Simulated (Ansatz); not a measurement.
ClFHO$_{2}$Ta (`[O]=[Ta]([OH])([F])[Cl]`), relaxed with RKS PBE0-D4/def2-TZVP in Ansatz 0.2.0 from a PBE-D4/def2-SVP geometry. The force threshold is 0.005 eV/Å; the program also tests the step.

The species carries charge 0 and has multiplicity 1. Ta takes the def2 core potential.

Start:

```xyz
6

O    -0.974    0.984    1.445
Ta   -0.151   -0.115    0.393
O     0.507    0.987   -1.018
F     1.257   -0.922    1.364
Cl   -1.677   -1.686   -0.383
H     1.037    0.751   -1.801
```

How much energy does the relaxation release, and in how many steps? (Best estimate.)

Ansatz gave: 3.73 kJ/mol, in 6 steps.

Which bonds change most? (An estimate is asked.)

Ansatz gave: Ta2–Cl5 from 2.323 to 2.301 Å; O1–Ta2 from 1.730 to 1.709 Å; Ta2–F4 from 1.892 to 1.873 Å; Ta2–O3 from 1.907 to 1.890 Å.

Give the relaxed structure. (Estimate.)

Computed: 
```xyz
6

O    -0.968    0.981    1.444
Ta   -0.156   -0.099    0.398
O     0.514    0.968   -1.011
F     1.234   -0.921    1.345
Cl   -1.643   -1.673   -0.382
H     1.020    0.746   -1.794
```
